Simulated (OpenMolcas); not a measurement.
# Exact exchange and the vertical ionisation energy of CH3AlF2

The species is CH3AlF2 (7 atoms), meant as a singlet with charge 0. SMILES: `[CH3][Al]([F])[F]`. Geometry: relaxed at PBE0-D4/def2-TZVP.

The vertical ionisation energy (to the doublet cation) y, in eV, basis def2-SVPD; a is the functional's share of exact exchange. Programs: OpenMolcas 26.06.

| functional | program | a | y (eV) |
| --- | --- | --- | --- |
| r2SCAN | OpenMolcas | 0 | 11.68 |
| BLYP | OpenMolcas | 0 | 11.50 |
| B3LYP | OpenMolcas | 0.2 | ? |
| PBE0 | OpenMolcas | 0.25 | 11.92 |
| BHLYP | OpenMolcas | 0.5 | 12.00 |

Problem. Fit y = c + s·a to the known rows and predict B3LYP.

Solution. 
1. Means of the 4 rows: a = 0.1875, y = 11.775.
2. Σ(Δa)² = 0.17188, Σ(Δa·Δy) = 0.14875, so the slope is 0.14875/0.17188 = 0.86543.
3. Intercept: 11.775 − (0.86543) × 0.1875 = 11.613. The largest residual of the fit is 0.11.
4. B3LYP: 11.613 + (0.86543) × 0.2 = 11.79 eV.

The run gave 11.94 eV, so the prediction is off by -0.15 eV, about the largest residual. The rows mix families of semi-local functionals, which the line can't see.
